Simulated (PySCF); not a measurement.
Compound: C6H4F3N (charge +1 and doublet state).
Cartesian coordinates in Å at the GFN2-xTB level; atoms count from 1:
```
atom  x, y, z in Å
C1    -0.422    2.614   -0.625
C2    -0.238    1.430   -0.644
C3     0.003   -0.010   -0.629
N4     1.390   -0.271   -0.558
C5     2.291   -0.180    0.273
C6    -0.717   -0.714    0.498
F7    -0.180   -0.542    1.705
C8    -1.802   -1.497    0.348
F9    -2.342   -1.713   -0.823
F10   -2.459   -2.049    1.320
H11   -0.629    3.648   -0.596
H12   -0.367   -0.416   -1.588
H13    3.297   -0.487   -0.006
H14    2.175    0.186    1.303
```

The hyperfine couplings belong to this conformer and change with its torsions.

Identity: `[CH+]=[C][C@@H](N=C)C(F)=C(F)F` [radical] (charge +1).

The calculation used UKS B3LYP, pcH-1 on C F H N, non-relativistic, mean-field spin-orbit, GIAO (PySCF 2.14.0). Geometry: GFN2-xTB, one conformer, isolated ion. A GFN2-xTB geometry isn't a minimum of the functional, and hyperfine couplings can be far from their values at a DFT geometry, by a factor of two or more for some ions and for spin on atoms past the first row. Stability of the SCF solution: not tested.

Q: Predict the first-order ENDOR lines of N4, F10, F7, F9, H14, H13, H12 and H11 under fast tumbling at B = 341.1 mT (X band).

A: ν± = |νn ± a/2|, one line for each electron-spin manifold; νn = |g_N| × 7.62259 MHz/T × B.

```json
{"nuclei": "N4", "isotope": "14N", "g_N": "0.4038", "νn (MHz)": "1.05", "a_iso (MHz)": "56.76", "lower line (MHz)": "27.33", "upper line (MHz)": "29.43"}
{"nuclei": "F10", "isotope": "19F", "g_N": "5.2577", "νn (MHz)": "13.67", "a_iso (MHz)": "33.52", "lower line (MHz)": "3.09", "upper line (MHz)": "30.43"}
{"nuclei": "F7", "isotope": "19F", "g_N": "5.2577", "νn (MHz)": "13.67", "a_iso (MHz)": "32.75", "lower line (MHz)": "2.70", "upper line (MHz)": "30.04"}
{"nuclei": "F9", "isotope": "19F", "g_N": "5.2577", "νn (MHz)": "13.67", "a_iso (MHz)": "31.15", "lower line (MHz)": "1.90", "upper line (MHz)": "29.25"}
{"nuclei": "H14", "isotope": "1H", "g_N": "5.5857", "νn (MHz)": "14.52", "a_iso (MHz)": "190.84", "lower line (MHz)": "80.90", "upper line (MHz)": "109.94"}
{"nuclei": "H13", "isotope": "1H", "g_N": "5.5857", "νn (MHz)": "14.52", "a_iso (MHz)": "147.69", "lower line (MHz)": "59.32", "upper line (MHz)": "88.37"}
{"nuclei": "H12", "isotope": "1H", "g_N": "5.5857", "νn (MHz)": "14.52", "a_iso (MHz)": "112.25", "lower line (MHz)": "41.60", "upper line (MHz)": "70.65"}
{"nuclei": "H11", "isotope": "1H", "g_N": "5.5857", "νn (MHz)": "14.52", "a_iso (MHz)": "1.12", "lower line (MHz)": "13.96", "upper line (MHz)": "15.08"}
```

Q: Which pairs are centred on the nuclear Larmor frequency, and which on half the coupling?

A: Centred on νn, since |a| < 2νn: H11. Centred on |a|/2 and split by 2νn: N4, F10, F7, F9, H14, H13 and H12.

Q: At what field would the lower line of H12 fall to zero frequency?

A: Where νn = |a|/2, that is B = 56.13 MHz/(5.5857 × 7.62259 MHz/T) = 1320 mT, as far as first order holds there.

Largest spin populations (Mulliken): N4 (+0.56), C6 (+0.13), C8 (+0.12) and C5 (-0.09). No atom but N4 exceeds +0.15. The positive populations add up to 1.11 and the negative ones to -0.11, together 2S = 1.

The SMILES draws the unpaired electron on C2; the largest computed Mulliken spin population is on N4 (0.56 against 0.04).
